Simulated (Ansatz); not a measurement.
Total energies of CuH6NSi2, SMILES `[SiH3][N]([SiH3])[Cu]`.

Z-matrix (Å, degrees):
```
Si
Cu 1 3.005
N 1 1.710 2 33.3
H 1 1.493 2 86.9 3 -137.7
H 1 1.492 2 141.9 3 -21.4
H 1 1.495 2 101.4 3 116.8
Si 2 3.005 1 61.2 3 -6.0
H 7 1.492 2 141.9 1 27.5
H 7 1.493 2 86.9 1 143.8
H 7 1.495 2 101.3 1 -110.8
```

Total charge 0; spin multiplicity 1. For Cu the d shell is correlated and the shells below it are frozen. Scalar relativity is left out up to krypton. The geometry is a stationary point of PBE0-D4/def2-TZVP. Basis def2-TZVPP, the Gaussian-basis code of Ansatz.

RPA on PBE orbitals: Hartree–Fock energy of these orbitals -2274.72430 Eh, correlation -1.47330 Eh (frozen core).

| functional | energy without D4 (Eh) | D4 term (kJ/mol) |
| --- | --- | --- |
| PBE | -2277.31007 | -27.0 |
| revPBE | -2277.68986 | -73.5 |
| BLYP | -2278.00002 | -58.4 |
| B97M-V | -2277.43811 | – |
| PBE0 | -2277.37244 | -23.0 |
| B3LYP | -2278.03324 | -44.1 |
| HSE06 (plane-wave form) | -2277.35318 | -21.6 |
| BHLYP | -2277.84213 | -37.4 |
| CAM-B3LYP | -2278.02540 | -23.7 |
| LC-ωPBE | -2277.50798 | – |
| ωB97X-V | -2277.66576 | – |
| ωB97M-V | -2277.76982 | – |
| B2PLYP | -2277.37111 | – |
| PBE-QIDH | -2276.94609 | – |

Question: Give the same for LDA (SPW92), r2SCAN, r2SCANh, r2SCAN0. (An estimate is asked.)

Answer: Computed: 
```tsv
functional	energy without D4 (Eh)	D4 term (kJ/mol)
LDA (SPW92)	-2272.35643	–
r2SCAN	-2277.83390	-6.3
r2SCANh	-2277.80606	-6.8
r2SCAN0	-2277.76683	-7.6
```

B3LYP takes the VWN-RPA correlation (the form of Gaussian; ORCA's B3LYP/G). HSE06 is the plane-wave form, built on full-range PBE exchange. The double hybrids freeze the cores in their second-order part.

LC-ωPBE has ω = 0.4 bohr⁻¹.
